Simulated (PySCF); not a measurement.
# Working out the ionisation energy of As²⁺

As²⁺ [Ar] 3d10 4s2 4p1 (2P) → As³⁺ [Ar] 3d10 4s2 (1S). All numbers are calculated (PySCF 2.14, the spin-free X2C one-electron Hamiltonian (Gaussian nucleus), in x2c-SVPall). Frozen: [Ar] 3d10. Energies in hartree (1 hartree = 27.21139 eV):

| part | As²⁺ (lower) | As³⁺ (upper) |
| --- | --- | --- |
| UHF | -2257.614565 | -2256.604885 |
| CCSD correlation | -0.049626 | -0.040378 |
| (T) | -0.000450 | 0.000000 |

Q: What does Hartree-Fock give?

A: (-2256.604885) − (-2257.614565) = 1.009680 hartree = 27.475 eV.

Q: What do CCSD and CCSD(T) give?

A: The CCSD correlation energies differ by 0.009248 hartree = 0.252 eV and the triples by 0.000450 hartree = 0.012 eV, so CCSD gives 27.727 eV and CCSD(T) 27.739 eV.

Reference: 28.349 ± 0.012 eV (measured; NIST Atomic Spectra Database, ionization energies), between the lowest levels; spin-orbit coupling is absent from the calculation.

A double-zeta basis recovers only part of the correlation energy.

What remains against the reference includes basis incompleteness, the frozen core and higher excitations.
